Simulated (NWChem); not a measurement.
# MgHSeCl; SMILES [Cl][Mg][SeH]

```xyz
4

Mg    -0.0312    -0.6114    -0.0001
Cl    -0.1403    -2.8106    -0.0003
Se     0.1231     1.8040     0.0005
H     -1.3481     1.8917    -0.0129
```
Atoms are numbered in this order, from 1.

Results from NWChem. Geometry: optimised at PBE0/def2-SVP. GIAO values for the isolated, static molecule; σ is the absolute isotropic shielding, δ = σ(reference) − σ with the isolated reference molecule computed at the same levels (1H: tetramethylsilane). Spin-orbit effects, on the heavy nuclei and on their neighbours, are missing.

Problem. Predict the results for PBE/pcSseg-1. Quantities: σ Mg1 (ppm); σ Cl2 (ppm); σ Se3 (ppm); δ H4 (ppm).

Solution. σ Mg1 (ppm): 463.1
σ Cl2 (ppm): 1018.3
σ Se3 (ppm): 2410.6
δ H4 (ppm): -1.24
